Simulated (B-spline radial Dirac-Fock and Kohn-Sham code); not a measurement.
V⁷⁺: eigenvalues, ΔSCF and the reference

System: the V⁷⁺ ion in the configuration [Ne] 3s2 3p4.

The density-functional columns are spherical, spin-unpolarised Dirac-Kohn-Sham results without Breit or QED terms: −ε is minus the orbital energy of the initial state and ΔSCF the difference of two total energies. The reference in the last column comes from multi-electron Dirac-Fock with separately optimised hole states, Breit and Lamb-shift corrections added in first order. All numbers are from a radial B-spline solver, in eV; a selection of levels is shown.

```
level  PBE −ε  PBE ΔSCF  LDA −ε  LDA ΔSCF  Dirac-Fock
   1s  5506.9    5652.9  5493.5    5639.0      5630.8
   2s   743.6     775.1   742.1     773.7       792.1
2p1/2   649.3     685.3   649.0     685.0       684.2
   3s   192.2     204.7   191.8     204.3       206.3
   3p   164.3     176.6   164.3     176.6       175.0
```

Q: Order the estimates of the K (1s) level by their distance from the Dirac-Fock value, nearest first.
A. PBE ΔSCF
B. LDA ΔSCF
C. PBE −ε
D. LDA −ε

A: B (8.2 eV), A (22.1 eV), C (123.9 eV), D (137.3 eV).

Values without a named source are computed, but for edge energies of neutral atoms, which are taken from tables.
